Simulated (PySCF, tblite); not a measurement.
A database entry of computed molecular properties. Lists by class give the value and the number of equivalent atoms.

```json
{
 "formula": "C5H11ClSSi",
 "smiles": "CS[Si@@H](Cl)CC1CC1",
 "inchi": "InChI=1S/C5H11ClSSi/c1-7-8(6)4-5-2-3-5/h5,8H,2-4H2,1H3/t8-/m1/s1",
 "charge": 0,
 "multiplicity": 1,
 "geometry_level": "GFN2-xTB",
 "atoms_angstrom": [
  ["C", 4.034, 0.018, -0.562],
  ["S", 2.539, 0.256, -1.572],
  ["Si", 1.027, -0.08, -0.079],
  ["Cl", 1.47, 0.972, 1.594],
  ["C", -0.631, 0.496, -0.794],
  ["C", -1.741, 0.38, 0.222],
  ["C", -3.158, 0.2, -0.229],
  ["C", -2.428, -0.935, 0.424],
  ["H", 4.01, 0.698, 0.283],
  ["H", 4.086, -1.011, -0.223],
  ["H", 4.882, 0.244, -1.199],
  ["H", 1.052, -1.493, 0.288],
  ["H", -0.881, -0.099, -1.672],
  ["H", -0.555, 1.533, -1.131],
  ["H", -1.586, 0.987, 1.106],
  ["H", -3.348, 0.137, -1.29],
  ["H", -3.944, 0.694, 0.323],
  ["H", -2.123, -1.763, -0.198],
  ["H", -2.716, -1.225, 1.423]
 ],
 "electronic_structure_code": "PySCF",
 "results": {
  "GFN2-xTB geometry": {
   "point_group": "C1",
   "rotational_constants_GHz": [2.163, 0.62, 0.522]
  },
  "PBE0/pcSseg-1 ground state and GIAO shieldings, non-relativistic": {
   "dipole_D": 0.89,
   "homo_eV": -6.98,
   "lumo_eV": 0.21,
   "shift_vs_computed_TMS_C_by_class_ppm": [
    [27.3, 1],
    [13.3, 1],
    [9.5, 1],
    [7.5, 1],
    [7.4, 1]
   ],
   "shift_vs_computed_TMS_H_by_class_ppm": [
    [5.77, 1],
    [2.15, 3],
    [1.83, 1],
    [0.94, 1],
    [0.63, 1],
    [0.53, 1],
    [0.08, 1],
    [-0.01, 1],
    [-0.05, 1]
   ],
   "shielding_other_nuclei_by_class_ppm": [
    ["Si", 331.1, 1],
    ["S", 652.8, 1],
    ["Cl", 958.2, 1]
   ],
   "charges_hirshfeld_e_by_atom": [-0.12, -0.1, 0.33, -0.11, -0.15, -0.04, -0.09, -0.09, 0.04, 0.05, 0.05, -0.08, 0.05, 0.04, 0.04, 0.05, 0.05, 0.05, 0.05]
  },
  "GFN2-xTB harmonic vibrations, gas phase": {
   "strongest_ir_bands_cm-1_km_per_mol_modes": [
    [537.0, 88.6, 1],
    [625.8, 115.9, 1],
    [651.3, 261.2, 1],
    [774.1, 103.6, 1],
    [2262.1, 177.8, 1],
    [3110.0, 65.5, 1]
   ],
   "zpe_kcal_per_mol": 92.6
  }
 }
}
```

A dipole of 0.89 D is allowed in C1, and pure rotational transitions are dipole-allowed. In atomic units the dipole is 0.35 e·bohr (1 au = 2.5417 D). The rotational constants make it an asymmetric top with κ = (2B − A − C)/(A − C) = -0.88, nearer the prolate limit (−1). With B = h/(8π²I), that is 505.379 GHz u Å² over I, the principal moments of inertia are 233.6, 814.5 and 968.0 u Å² (most abundant isotopes). The zero-point energy, half the sum of the 51 harmonic wavenumbers, equals 32370 cm⁻¹ or 387 kJ/mol.

 NMR classes are plain means over equivalent atoms (diastereotopic ones count apart unless rotation or inversion swaps them), as if these changed places fast; in this geometry the members of some classes differ.

For the NMR shielding job (PBE0/pcSseg-1), the run took 34 s on an Arm Neoverse V2 with one thread, no GPU, on a shared host, and the process peaked at 0.94 GiB of memory.

Shape of the structure used: `[CH3:1][S:2][Si@@H:3]([Cl:4])[CH2:5][CH:6]1[CH2:7][CH2:8]1`: C1–S2–Si3–Cl4 47°, S2–Si3–C5–C6 -176°, Si3–C5–C6–C7 -154°.

One conformer stands for the species.
